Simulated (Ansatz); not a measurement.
Gas-phase electronic energies from Ansatz, PBE0-D4/def2-TZVP geometries. CCSD(T)/CBS adds triple-zeta CCSD(T) − MP2 to the extrapolated MP2 energy (def2 sets, frozen cores). This one scheme is used for every species. DFT in def2-TZVPP. For Ge outer-core shells are correlated without core-valence functions, which leaves a few kJ/mol of doubt a bond. Scalar relativity is left out up to krypton. One conformer a species, not always the lowest.

Consider the substitution at a C–Ge bond: `[SiH3]S[CH2][GeH3]` + `C=N` → `C=NCS[SiH3]` + GeH₄.

`[SiH3]S[CH2][GeH3]`:

Z-matrix (Å, degrees):
```
Si
S 1 2.127
H 1 1.484 2 106.9
H 1 1.488 2 110.7 3 120.1
H 1 1.488 2 110.7 3 -120.1
C 2 1.816 1 99.0 3 180.0
Ge 6 1.967 2 109.8 1 179.7
H 6 1.092 2 110.4 1 -60.3
H 6 1.092 2 110.4 1 59.9
H 7 1.535 6 109.4 2 60.0
H 7 1.535 6 109.4 2 -60.4
H 7 1.538 6 108.6 2 179.8
```

`C=N`:

Cartesian coordinates in Å:
```
C 0.199 0.311 0.127
N -0.861 -0.273 -0.227
H 1.191 -0.154 0.154
H 0.146 1.358 0.433
H -0.675 -1.242 -0.487
```

`C=NCS[SiH3]`:

```xyz
12

C    -0.678    1.960   -0.480
N     0.064    0.983   -0.201
C     0.021    0.452    1.130
S    -0.561   -1.277    1.095
Si    0.515   -1.938   -0.632
H    -0.666    2.365   -1.490
H    -1.348    2.432    0.251
H     1.032    0.463    1.542
H    -0.654    0.996    1.804
H     0.398   -3.418   -0.559
H    -0.065   -1.478   -1.916
H     1.943   -1.540   -0.544
```

GeH₄:

```xyz
5

Ge    0.000    0.000    0.000
H    -1.363   -0.010    0.704
H     1.036    0.685    0.901
H    -0.114    0.768   -1.323
H     0.441   -1.442   -0.282
```

```tsv
level	ΔE (kJ/mol)	difference from CCSD(T)/CBS
CAM-B3LYP-D4	21.6	-12.0
CAM-B3LYP	22.4	-11.2
HF/def2-SVP	17.0	-16.6
CCSD/def2-SVP	13.8	-19.8
HF/def2-TZVPP	28.5	-5.1
MP2/def2-TZVPP	32.1	-1.5
SCS-MP2/def2-TZVPP	30.9	-2.7
CCSD/def2-TZVPP	32.1	-1.5
CCSD(T)/def2-TZVPP	30.8	-2.8
MP2/CBS(def2)	35.0	1.4
CCSD(T)/CBS	33.6	0
```

Largest T1 diagnostic among the species: 0.012.

Leaving LDA and LC-ωPBE aside and taking each functional with its dispersion term where it has one, the values, not all of them listed here, spread over 9.1 kJ/mol, from revPBE-D4 to PBE-QIDH. LDA lies −14.1 kJ/mol from PBE without D4. At CCSD(T), def2-SVP lies −21.8 kJ/mol from the extrapolated value and def2-TZVPP −2.8 kJ/mol.
